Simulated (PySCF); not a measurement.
Question: Write Cartesian coordinates for `COCCC(F)F` as optimised with GFN2-xTB.

Answer: 
```
atom  x, y, z in Å
C1    -2.126    0.492    1.011
O2    -0.993   -0.251    0.637
C3    -0.301    0.311   -0.454
C4     0.920   -0.554   -0.750
C5     1.889   -0.513    0.420
F6     2.924   -1.366    0.221
F7     2.443    0.720    0.544
H8    -1.852    1.513    1.302
H9    -2.568   -0.023    1.860
H10   -2.854    0.543    0.192
H11    0.015    1.338   -0.215
H12   -0.954    0.350   -1.339
H13    0.613   -1.589   -0.895
H14    1.428   -0.195   -1.646
H15    1.412   -0.768    1.377
```

Any rigid rotation of these coordinates is as good. Atoms count from 1 in this order. Of the pairs four or more bonds apart, O2···H15 is among the closest relative to their van der Waals radii: 2.57 Å, 94 % of the sum of Bondi's values.

Bonds between heavy atoms (Å): C1–O2 1.405, O2–C3 1.409, C3–C4 1.525, C4–C5 1.519, C5–F6 1.356, C5–F7 1.358.

The geometry is computed with GFN2-xTB (gas phase).

Point group: C1 (no symmetry element, even within 0.4 Å). GFN2-xTB frequencies: not computed here. The numbers are those of one conformer (C1–O2–C3–C4 179°, O2–C3–C4–C5 -65°, C3–C4–C5–F6 175°).
